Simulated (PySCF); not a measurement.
# 3-bromofuran, C$_{4}$H$_{3}$BrO

Molfile (atoms numbered from 1):
```
C4H3BrO
     RDKit          3D

  9  9  0  0  0  0  0  0  0  0999 V2000
    1.9397    0.1108    1.9902 Br  0  0  0  0  0  0  0  0  0  0  0  0
    0.6751   -0.0374    0.6301 C   0  0  0  0  0  0  0  0  0  0  0  0
   -0.3971    0.8639    0.3668 C   0  0  0  0  0  0  0  0  0  0  0  0
   -1.0372    0.3476   -0.7073 C   0  0  0  0  0  0  0  0  0  0  0  0
   -0.4435   -0.7949   -1.1171 O   0  0  0  0  0  0  0  0  0  0  0  0
    0.6035   -1.0236   -0.2949 C   0  0  0  0  0  0  0  0  0  0  0  0
   -0.6413    1.7632    0.9073 H   0  0  0  0  0  0  0  0  0  0  0  0
   -1.8970    0.6644   -1.2734 H   0  0  0  0  0  0  0  0  0  0  0  0
    1.1950   -1.9027   -0.4831 H   0  0  0  0  0  0  0  0  0  0  0  0
  1  2  1  0
  2  3  1  0
  3  4  2  0
  4  5  1  0
  5  6  1  0
  6  2  2  0
  3  7  1  0
  4  8  1  0
  6  9  1  0
M  END
```

Level of theory: quadratic response CAM-B3LYP/def2-TZVPD first hyperpolarisability, Taylor convention, gas phase in PySCF 2.14.0. Geometry: PBE0-D3(BJ)/def2-TZVP.

The calculation is non-relativistic, which matters for the atoms heavier than Zn.

Q: Give the tensor of the second harmonic β(−2ω;ω,ω) at 1907 nm in the axes of these coordinates.

A: In au, Taylor convention; rows are the first index (the induced dipole):
```tsv
	xx	yy	zz	xy	xz	yz
x	-28.2	-47.8	+10.3	-6.4	-0.4	-9.5
y	-6.6	-14.4	-16.3	-47.3	-9.7	-17.4
z	-0.9	-17.9	-78.1	-9.4	+10.5	-16.2
```
Norm of βᵢ = ⅓ Σⱼ (βᵢⱼⱼ + βⱼᵢⱼ + βⱼⱼᵢ): 122.0 au, hyper-Rayleigh value 52.1 au.
